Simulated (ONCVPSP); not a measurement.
Potentials for W compared

Generated with ld1.x 7.5 (TM, RRKJ, ultrasoft, PAW), atompaw 4.2 or ONCVPSP 4.0.1. The cutoff is in Ry: for ld1.x and atompaw files where the sum of valence levels is converged to 10 mRy in a Bessel basis, for ONCV files where the hardest occupied wave has 1 mHa per electron of residual kinetic energy. The error is the largest all-electron minus pseudo excitation energy over each file’s own four to seven test configurations (ionisations up to +4, promotions, holes and added fractions of an electron), all of which were solved. The labels leave out finer settings (local radius, basis sizes, second energies), which also bear on the numbers. Spin-polarised tests are not counted. The rows are a selection from randomly drawn settings: files with unsolved tests, undetermined cutoffs or missed reference levels are left out.

A true bound ghost makes a file unfit for plane-wave use even where its test errors are small: the radial tests pick states by their node count and pass the ghost by.

| potential | cutoff (Ry) | largest error (meV) | bound ghosts |
| --- | --- | --- | --- |
| ONCV, PBE, scalar-relativistic, rc 1.95/2.05/1.90 (spd), local smoothed, core correction no, reference 5s2 5p6 5d4 6s1, qcut 5.9/6.4/4.7, projectors 2/2/1 | 40 | +4.1 | none |
| ONCV, PBEsol, scalar-relativistic, rc 1.90/1.95/1.90 (spd), local d, core correction yes, reference 5s2 5p6 5d4 6s2, qcut 8.4/7.8/6.8, projectors 3/2/0 | 45 | -27 | none |
| ONCV, LDA (Perdew-Wang 92), scalar-relativistic, rc 2.25/1.20/1.75 (spd), local smoothed, core correction yes, reference 5p6 5d4 6s2, qcut 2.4/6/4.9, projectors 2/2/1 | 176 | -27 | s |
| ONCV, LDA (Perdew-Zunger), scalar-relativistic, rc 1.90/1.90/2.35/0.75 (spdf), local smoothed, core correction yes, reference 4f14 5s2 5p6 5d4 6s2, qcut 6.7/5.7/7.3/18.5, projectors 3/3/2/2 | 407 | -14 | s, p |
| ONCV, PBE, scalar-relativistic, rc 2.10/1.75/2.80 (spd), local smoothed, core correction yes, reference 5s2 5p6 5d5 6s1, qcut 7.4/9/5.5, projectors 2/2/2 | 46 | -143 | p |
| ONCV, PBE, scalar-relativistic, rc 2.60/2.60/2.30/1.05 (spdf), local smoothed, core correction yes, reference 4f13.5 5d4.5 6s2, qcut 2/3.8/7/14.8, projectors 2/2/2/2 | 212 | -257 | s, p |
| ONCV, PBEsol, scalar-relativistic, rc 2.05/1.25/2.85 (spd), local smoothed, core correction no, reference 5s2 5p6 5d4 6s2, qcut 6.6/6.5/6.3, projectors 2/2/2 | 184 | -16 | s |
| ONCV, LDA (Perdew-Wang 92), scalar-relativistic, rc 1.75/1.80/1.70 (spd), local smoothed, core correction yes, reference 5s2 5p6 5d4, qcut 8.9/9.1/4.9, projectors 2/1/2 | 47 | +12 | none |

Q: Fill in the row for W: ONCV, LDA (Perdew-Wang 92), scalar-relativistic, rc 2.50/2.60/2.85/0.80 (spdf), local f, core correction yes, reference 4f14 5d4 6s2, qcut 2.3/2.8/5.4/22.7, projectors 2/3/2/0.

A: cutoff 429 Ry, largest error +83 meV, bound ghosts: s, p, d.
